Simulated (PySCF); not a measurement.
## Orbital picture of BMo

PBE0 at R = 1.981 Å; PySCF, spin-free X2C with a Gaussian nucleus, basis sets B x2c-TZVPPall, Mo x2c-TZVPPall. State: ⁶Σ⁺ (sextet), unpaired electrons σ ↑, π ↑↑, δ ↑↑, a second solution, started from another occupation. Only the outer orbitals are listed, counted within each symmetry.

```csv
spin,orbital,occ.,ε (eV),on B (%),main shells (%)
α,10σ,1,-11.67,71,"67 B s, 18 Mo d, 8 Mo s"
α,5π,1,-7.50,22,"76 Mo d, 21 B p"
α,5π,1,-7.50,22,"76 Mo d, 21 B p"
α,2δ,1,-6.92,0,100 Mo d
α,2δ,1,-6.92,0,100 Mo d
α,11σ,1,-6.65,18,"60 Mo d, 21 Mo s, 11 B s"
α,12σ,1,-5.08,36,"56 Mo s, 22 B p, 14 B s"
α,6π,0,-2.14,39,"47 Mo p, 39 B p, 14 Mo d"
α,6π,0,-2.14,39,"47 Mo p, 39 B p, 14 Mo d"
α,13σ,0,-1.17,39,"41 B p, 28 Mo p, 18 Mo s"
β,9σ,1,-40.68,-1,100 Mo p
β,4π,1,-39.99,0,100 Mo p
β,4π,1,-39.99,0,100 Mo p
β,10σ,1,-10.58,79,"76 B s, 15 Mo d"
β,11σ,1,-5.27,63,"44 B p, 34 Mo d, 19 B s"
β,5π,0,-3.05,51,"50 B p, 46 Mo d"
β,5π,0,-3.05,51,"50 B p, 46 Mo d"
β,12σ,0,-1.90,1,"83 Mo s, 13 Mo d"
```

Task: Which are the highest filled and the lowest empty level, where do they sit, and how wide is the gap?

Result: Highest filled α 12σ at -5.08 eV (in %: 56 Mo s, 22 B p, 14 B s); lowest empty β 5π at -3.05 eV (in %: 50 B p, 46 Mo d); the gap at PBE0 is 2.03 eV.

The bond order (Mayer) is 1.82, the ⟨S²⟩ is 8.795 and the charge on B (Mulliken, basis-dependent) is -0.15. The charge on B (Löwdin, basis-dependent) is -0.20. The dipole moment (positive dipole means B(−)Mo(+)) is 2.82 D.

Shares are Mulliken populations and can fall outside 0 to 100 %.

Spin–orbit coupling is left out.
